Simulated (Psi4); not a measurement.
C$_{4}$H$_{9}$O (SMILES CCC[CH]O), doublet, at a GFN2-xTB geometry. Base run: Psi4 with M06-2X/STO-3G.

Here is a job for Psi4.
```
memory 2 GB

molecule {
0 2
C     2.39287864   -0.22825278   -0.04182520
C     0.94472545   -0.38108691   -0.48518080
C     0.02179908    0.62178197    0.24243653
C    -1.39310057    0.50801669   -0.17086519
O    -2.15903748   -0.41259035    0.50925971
H     3.02825774   -0.94199644   -0.56186957
H     2.75476879    0.77485085   -0.25788138
H     2.48460822   -0.40246123    1.02792542
H     0.59718513   -1.39334774   -0.27242075
H     0.86967313   -0.21746926   -1.56246987
H     0.08492459    0.43710470    1.31592344
H     0.38065397    1.63339610    0.03535177
H    -1.69534850    0.76633321   -1.17424414
H    -3.03023866   -0.47844112    0.10821545
}

set {
  basis sto-3g
  reference uks
}

energy('m06-2x')
print_variables()
```

The base run was repeated with changes; each row names its change, and settings that it needs were set with it.

```tsv
change	ΔE vs base (µEh)	SCF cycles	grid points	basis functions
base	0.0	9	296710	34
guess = modhuckel	0.0	14	296710	34
dft_basis_tolerance = 1e-8	0.0	9	293432	34
dft_radial_scheme = becke	-1.1	9	261424	34
dft_nuclear_scheme = stratmann	17.9	9	273593	34
dft_radial_points = 99	-0.1	9	389866	34
dft_radial_scheme = mura	0.9	9	301263	34
guess = sadno	0.0	9	296710	34
scf_type = dfdirj+link	-621	9	296710	34
puream = false	49.2	9	296710	34
guess = core	0.0	15	296710	34
guess = sap	0.0	11	296710	34
scf_initial_accelerator = none	0.0	9	296710	34
```

Open shells are given as the SCF converged; they aren't shown to be the lowest states, and a large step between rows can be another state.
